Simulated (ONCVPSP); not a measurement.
What one change does to a pseudopotential (Te, ONCV)

ONCVPSP 4.0.1 input, shortened (lines: element, Z, core and valence counts, functional; n l f; lmax; l rc ep ncon nbas qcut; lloc lpopt rc5 dvloc0; l nproj debl; icmod fcfact rcfact), PBEsol, fully relativistic:

```
  Te 52.00    6    5  -116133      upf
    1    0    2.00
    2    0    2.00
    2    1    6.00
    3    0    2.00
    3    1    6.00
    3    2   10.00
    4    0    2.00
    4    1    6.00
    4    2   10.00
    5    0    2.00
    5    1    3.50
    2
    0    1.20    0.00    4    7    8.00
    1    1.60    0.00    5    8    9.40
    2    1.00    0.00    5   10   10.20
    4    5    0.70    0.00
    0    3    2.40
    1    2    3.80
    2    1    1.40
    0    0.00    0.00
```

Open shells are filled in proportion to 2j + 1.

Change: s: qcut 10.9.

Cutoffs: the cutoffs (Ha) at which the residual kinetic energy of the hardest occupied pseudo-wave falls to 1 and 0.1 mHa per electron; they do not see the model core or the augmentation charge, which bear on the density cutoff. Errors are all-electron minus pseudo energies relative to the spin-unpolarised reference configuration.

Problem. What does the change do?

Solution. The potential gets neither clearly harder nor softer (52 Ha and 141 Ha → 52 Ha and 141 Ha); the d channel sets the loose cutoff, while the largest relative change is in s, which becomes harder; the errors of the 4 common tests hardly move; neither file shows a bound ghost.

| quantity | base | changed |
| --- | --- | --- |
| cutoff, loose | 52 Ha | 52 Ha |
| cutoff, tight | 141 Ha | 141 Ha |
| loose cutoff by channel | s 33 Ha, p 30 Ha, d 52 Ha | s 44 Ha, p 30 Ha, d 52 Ha |
| bound ghosts | none | none |
| GHOST(+) flags under 300 eV | none | s at 286.7 eV |
| error for 4s2 4p6 4d10 5s2 5p4, meV [ΔE -3.92 eV] | -0.1 | -0.1 |
| error for 4s2 4p6 4d10 5s2 5p3, meV [ΔE 5.86 eV] | +0.1 | +0.1 |
| error for 4s2 4p6 4d10 5s2 5p2, meV [ΔE 23.85 eV] | +0.3 | +0.2 |
| error for 4s2 4p6 4d10 5s1 5p5, meV [ΔE 5.33 eV] | +0.4 | +0.3 |
| s: phases at 1.22 bohr within 0.05 rad from the reference energy up to (Ha; the scan ends near 5) | to the end of the scan | to the end of the scan |
| p3/2: phases at 1.62 bohr within 0.05 rad from the reference energy up to (Ha; the scan ends near 5) | to the end of the scan | to the end of the scan |
| p1/2: phases at 1.62 bohr within 0.05 rad from the reference energy up to (Ha; the scan ends near 5) | to the end of the scan | to the end of the scan |
| d5/2: phases at 1.02 bohr within 0.05 rad from the reference energy up to (Ha; the scan ends near 5) | to the end of the scan | to the end of the scan |
| d3/2: phases at 1.02 bohr within 0.05 rad from the reference energy up to (Ha; the scan ends near 5) | to the end of the scan | to the end of the scan |
